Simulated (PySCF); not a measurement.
C₅H₆.

```xyz
11

C      2.2808     0.1827     0.0000
C      1.1189    -0.1647     0.0000
C     -0.2622    -0.5755     0.0000
C     -1.3038     0.2396     0.7492
C     -1.3038     0.2396    -0.7492
H      3.3094     0.4886     0.0000
H     -0.4117    -1.6610     0.0000
H     -0.9526     1.1362     1.2655
H     -2.0858    -0.3146     1.2749
H     -2.0858    -0.3146    -1.2749
H     -0.9526     1.1362    -1.2655
```
Charge 0, spin multiplicity 1.

Coordinates come from a B3LYP-D3(BJ)/def2-SVP optimisation.

Method: HF/pcSseg-1 run with PySCF. Non-relativistic, no solvent.

Computed absolute GIAO shielding of each atom: isotropic value and principal components (ppm):
| atom | σ(iso) | σ11 | σ22 | σ33 | span |
|---|---|---|---|---|---|
| C1 | 118.7 | 42.5 | 51.2 | 262.2 | 219.7 |
| C2 | 101.0 | -2.7 | 6.5 | 299.1 | 301.8 |
| C3 | 196.0 | 167.1 | 177.9 | 243.1 | 76.1 |
| C4 | 183.5 | 152.4 | 179.7 | 218.3 | 65.9 |
| C5 | 183.5 | 152.4 | 179.7 | 218.3 | 65.9 |
| H6 | 29.6 | 23.9 | 24.1 | 40.7 | 16.7 |
| H7 | 30.8 | 22.9 | 28.1 | 41.6 | 18.7 |
| H8 | 31.0 | 25.4 | 27.7 | 40.0 | 14.5 |
| H9 | 31.0 | 25.2 | 26.3 | 41.6 | 16.3 |
| H10 | 31.0 | 25.2 | 26.3 | 41.6 | 16.3 |
| H11 | 31.0 | 25.4 | 27.7 | 40.0 | 14.5 |
